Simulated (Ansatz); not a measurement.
Relaxation of BH$_{3}$O$_{3}$ (7 atoms, charge 0, multiplicity 1), to a largest force component of 0.02 eV/Å in at most 40 steps.

The calculation used RKS PBE-D4/def2-SVP (Ansatz).

```xyz
7
Properties=species:S:1:pos:R:3
B 0.000 0.000 0.000
O 0.000 0.000 1.410
H -0.909 -0.281 1.747
O 1.221 0.000 -0.705
H 1.521 -0.952 -0.860
O -1.221 0.000 -0.705
H -1.731 -0.847 -0.496
```

Q: Where does it end, and by what steps?

A: The forces met the threshold. After 8 steps the energy has fallen by 0.828 eV; H5 moved furthest, 0.70 Å.

| step | energy less start (eV) | largest force component (eV/Å) | accepted |
| --- | --- | --- | --- |
| 0 | 0.0000 | 1.629 | yes |
| 1 | -0.1076 | 2.455 | yes |
| 2 | -0.2829 | 1.611 | yes |
| 3 | -0.3981 | 0.933 | yes |
| 4 | -0.5676 | 0.954 | yes |
| 5 | -0.7227 | 0.764 | yes |
| 6 | -0.8193 | 0.352 | yes |
| 7 | -0.8269 | 0.094 | yes |
| 8 | -0.8276 | 0.015 | yes |

```xyz
7
Properties=species:S:1:pos:R:3
B 0.069 -0.271 0.100
O -0.091 -0.031 1.448
H -1.015 -0.030 1.741
O 1.356 -0.256 -0.372
H 1.366 -0.450 -1.325
O -0.958 -0.520 -0.798
H -1.845 -0.522 -0.403
```

Whether the end is a true minimum wasn't checked by a vibrational analysis.

Time of the run: 15 s on 1 thread of Arm Neoverse V1, with other jobs on the host, peak memory 0.12 GiB.
